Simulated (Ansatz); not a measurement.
Al₆Ir⁺, relaxed as a singlet with RKS PBE-D4/def2-SVP in Ansatz, starting from packed atoms. Force threshold 0.02 eV/Å.

In the def2 sets Ir takes a core potential; there is no spin–orbit coupling. The restricted singlet is unstable towards broken spin symmetry in Hartree–Fock (as tested in another run); at PBE-D4/def2-SVP this wasn't settled. The structure comes from a short search, and lower isomers may exist.

Start:

```xyz
7

Ir    1.506    0.182    0.784
Al    0.972    1.168   -1.504
Al   -0.705   -0.253    2.496
Al   -0.724    1.525    0.454
Al   -1.244    0.524   -1.769
Al   -0.920   -0.918    0.000
Al    1.113   -2.228   -0.460
```

Problem. Estimate the energy that the relaxation releases and the steps that it takes.

Solution. 2.89 eV, in 24 steps; 56 s on 4 threads of Arm Neoverse V1 on a shared host. No frequencies were taken in this run, so the end may be a saddle point.

Problem. Does the start keep its bonding?

Solution. Bonds lost: Al2–Al4, Al2–Al5, Al3–Al6 (atoms count from 1).

Problem. Predict the relaxed structure.

Solution. 
```xyz
7

Ir    0.658   -0.288    0.673
Al    1.719    0.436   -1.326
Al    0.399    0.709    2.858
Al   -1.604    0.913    0.863
Al   -1.488    1.505   -1.770
Al   -1.108   -0.952   -0.966
Al    1.424   -2.323   -0.333
```
Bond lengths (bridged metal pairs left out): 5 × Al–Ir 2.38 to 2.57 Å; 4 × Al–Al 2.61 to 2.83 Å.
